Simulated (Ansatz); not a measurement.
The Ansatz (a first-principles code) input:
Ansatz 0.2 input:
```yaml
crystal:
  periodic: [false, false, false]
  atoms:
    - {symbol: Cl, position_ang: [-0.00000000, -0.00000000, -0.07393369]}
    - {symbol: H, position_ang: [0.00000000, 0.00000000, 1.25687273]}
basis:
  gaussian:
    orbitals: cc-pVTZ
total_charge: 1
magnetization: {spin_polarized: true, initial_magnetization: 1}
correlation: {method: mp2}
scf: {lower_state_search: off}
```

Task: What does this run give for the number of basis functions, MP2 correlation energy, SCF-reference <S^2>, total energy?

Result: 
```
Item                                Value
-------------------------  --------------
number of basis functions              48
MP2 correlation energy         -0.1609 Eh
SCF-reference <S^2>                 0.761
total energy               -459.844231 Ha
```
